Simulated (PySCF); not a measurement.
## Assignment exercise: C$_{5}$H$_{8}$O$_{3}$Si

Geometry:
| atom | x (Å) | y (Å) | z (Å) |
| --- | --- | --- | --- |
| C1 | -1.455 | 2.181 | -0.427 |
| O2 | -0.569 | 1.125 | -0.743 |
| C3 | -0.288 | 0.269 | 0.264 |
| O4 | -0.845 | 0.456 | 1.473 |
| C5 | -0.378 | -0.551 | 2.260 |
| C6 | 0.455 | -1.350 | 1.553 |
| C7 | 0.529 | -0.827 | 0.229 |
| Si8 | 1.498 | -1.453 | -1.242 |
| O9 | 1.224 | -0.477 | -2.512 |
| H10 | -1.565 | 2.761 | -1.341 |
| H11 | -2.428 | 1.795 | -0.111 |
| H12 | -1.047 | 2.810 | 0.368 |
| H13 | -0.721 | -0.564 | 3.274 |
| H14 | 0.970 | -2.219 | 1.909 |
| H15 | 1.046 | -2.798 | -1.606 |
| H16 | 2.932 | -1.416 | -0.950 |
| H17 | 0.637 | 0.270 | -2.406 |

Computed data (PySCF 2.14.0 with density-fitted response routines): shieldings: GIAO PBE0/pcSseg-1, geometry: GFN2-xTB. A single conformation, no solvent, fast rotation and ring inversion assumed for equivalent nuclei, non-relativistic.

References, each an isolated molecule treated in the same way: 13C (σ = 186.93 ppm), 1H (σ = 31.72 ppm) against TMS.

**Question.** Assign these signals to the numbered atoms. 13C{1H} NMR (computed): δ 171.8, 137.4, 121.3, 90.4, 56.4.

**Answer.** 
| δ (ppm) | atoms | environment | reason |
| --- | --- | --- | --- |
| 171.8 | C3 | aromatic carbon bearing oxygen | the electronegative substituent deshields the carbon that carries it |
| 137.4 | C5 | aromatic CH next to the ring oxygen | – |
| 121.3 | C6 | aromatic CH | – |
| 90.4 | C7 | substituted aromatic carbon | – |
| 56.4 | C1 | methyl carbon bonded to O | pulled downfield by the heteroatom |

**Question.** Assign these signals to the numbered atoms. 1H NMR (300 MHz, computed): δ 7.06 (m, 1H), 6.43 (m, 1H), 5.58 (s, 2H), 4.11 (s, 3H), 2.21 (br s, 1H).

**Answer.** 
| δ (ppm) | atoms | environment | reason |
| --- | --- | --- | --- |
| 7.06 | H13 | hydrogen on an aromatic CH next to the ring oxygen | ring-current deshielding |
| 6.43 | H14 | hydrogen on an aromatic CH | aromatic region |
| 5.58 | H15/H16 | hydrogen on a silicon bonded to C, O | – |
| 4.11 | H10/H11/H12 | hydrogen on a methyl carbon bonded to O | its carbon carries O, an electronegative neighbour |
| 2.21 | H17 | hydrogen on an oxygen bonded to Si | exchangeable, gas-phase position |

OH and NH positions are those of a molecule without intermolecular hydrogen bonds; in solution they move with solvent, concentration and temperature, and exchange usually removes their couplings. Shifts are as computed. Against solution values, carbons near 30 ppm lie about +3 ppm off and those near 130 ppm about +5 ppm. Of 1309 compounds with measured shifts, 239 miss one by over three times the rms of a fit or turn the order of signals round; such compounds aren't used in these exercises. No couplings were computed; multiplicities are counted from neighbouring protons, with m where these are inequivalent, close in shift, in a saturated or five-membered ring or joined by F or P, and br s for small geminal =CH2 splittings.
